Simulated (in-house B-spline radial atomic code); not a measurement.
Values are calculated unless marked as measured or tabulated.
## Two electrons in Ge: a spherical dot of radius 31.9 nm with hard walls with an ionised donor at its centre

For Ge the NSM archive of the Ioffe Institute lists m_l = 1.6 m0, m_t = 0.08 m0 and ε = 16.2; the model takes one isotropic valley with the conductivity mass 3/(1/m_l + 2/m_t) = 0.117 m0, and so misses anisotropy and the other valleys. All triplets below are those of one valley; with several valleys two electrons can form a triplet in the 1s orbital itself, at an energy set by the valley splitting. Real donors also feel a central-cell potential, which shifts the ground state.

Effective-mass model with parabolic bands, a uniform dielectric constant, no image charges, no central-cell or spin-orbit terms. Two-electron levels come from full CI in B-splines with partial waves to l = 5 (up to 0.001 effective hartree above the limit).

Task: What are the effective units, and what is the potential in them?

Result: Ha* = 27211.386 meV × 0.117/16.2² = 12.13 meV and a* = 0.0529177 nm × 16.2/0.117 = 7.327 nm. The radius is R = 4.36 a*, with −1/r added.

In these units the lowest s and p orbitals lie at -0.490335 and 0.081374, and their Coulomb and exchange integrals are J_ss = 0.664968, J_sp = 0.444639 and K_sp = 0.0658. Full CI gives -0.418175 for the ground singlet, -0.049687 for the sp triplet, 0.047232 for the sp singlet and 0.172641 for the lowest triplet of two s orbitals.

Task: What does it cost to add the second electron, to first order and exactly?

Result: To first order E = 2ε_s + J_ss = -0.315701, so the charging energy E(2) − 2E(1) is J_ss = 8.067 meV. CI gives -0.418175 − 2 × (-0.490335) = 0.562494, or 6.824 meV: relaxation and correlation lower it by 1.243 meV, 15.4 % of J_ss. The s² configuration of one-electron orbitals holds 91.0 % of the state, and the mean radius is 12.3 nm.

Task: How far above the singlet do the triplets lie?

Result: To first order the sp triplet lies at ε_s + ε_p + J_sp − K_sp = -0.030122, which is 3.464 meV above 2ε_s + J_ss. CI gives -0.049687 − (-0.418175) = 0.368488, or 4.47 meV, 64 % of the orbital spacing of 6.936 meV. The ss triplet lies 7.167 meV up, so the lower of the two is the sp one, and its gap equals k_BT at 51.9 K. The sp singlet-triplet splitting is 1.176 meV, against 2K_sp = 1.597 meV.
